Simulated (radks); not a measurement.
Values are calculated unless marked as measured or tabulated.
Task: Radial electron density D(r) = 4 pi r^2 rho(r) of an atom or ion with 26 electrons. Level of theory: Dirac Kohn-Sham, PBEsol, spin-unpolarised, spherical densities, point nucleus (a radial shooting solver on a logarithmic mesh with Libxc functionals).

r (bohr)  D(r) (e/bohr)
0.003791          2.980
0.004976          4.719
0.006531          7.310
0.008573          11.00
0.01125           15.93
0.01477           21.97
0.01939           28.43
0.02545           33.91
0.0334            36.62
0.04384           35.46
0.05755           31.68
0.07554           29.40
0.09915           32.54
0.1291            39.17
0.1695            41.57
0.2224            33.82
0.292             22.63
0.3832            19.53
0.503             23.09
0.6603            22.03
0.8667            14.02
1.138             5.968
1.493             1.890
1.96             0.6009
2.572            0.2111
3.377           0.05060
4.432          0.005197
5.818         0.0001616

What is the nuclear charge?

Result: Z = 30. The innermost maximum, from 1s, lies near gamma/Z bohr with gamma = sqrt(1 - (Z/c)^2) = 0.976, here 0.0325 bohr (found: 0.0353), and its height grows with Z. The density is that of the zinc ion Zn4+ in [Ne] 3s1.5 3p6 3d8 4p0.5; the configuration itself is not fixed sharply by these data, and Z only to about a unit. D(r) has 3 maxima, at r = 0.0353, 0.159, 0.558 bohr, and minima at 0.0755, 0.362 bohr, inside which lie 2.11, 10.96 electrons.
